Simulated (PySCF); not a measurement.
B(H)(vinyl)(NH2) (C2H6BN), SMILES C(BN)=C. Geometry: ωB97X-D3(BJ)/def2-SVP. Other conformers were not sampled.

The numbers are results of ωB97X-D3(BJ)/def2-SVP run with PySCF, not measurements.

Harmonic wavenumbers (cm⁻¹): 137, 228, 402, 561, 585, 699, 817, 918, 947, 1000, 1038, 1067, 1148, 1302, 1390, 1452, 1613, 1720, 2597, 3142, 3168, 3234, 3631, 3737. Rotational constants (GHz): 19.54, 5.187, 4.196; symmetry number 1.

Question: Work out the zero-point energy and the ideal-gas rigid-rotor harmonic-oscillator thermochemistry at 298.15 K and 1 atm.

Answer: ZPE = ½ Σ hcν = ½ × 36530 cm⁻¹ = 52.22 kcal/mol. H − E(el) = 56.02 kcal/mol. Entropy in cal/(mol K): translation 37.93, rotation 24.14, vibration 7.82, total 69.89. G − E(el) = 35.18 kcal/mol. Cp = 19.38 cal/(mol K). Modes under 150 cm⁻¹ make the vibrational entropy uncertain.
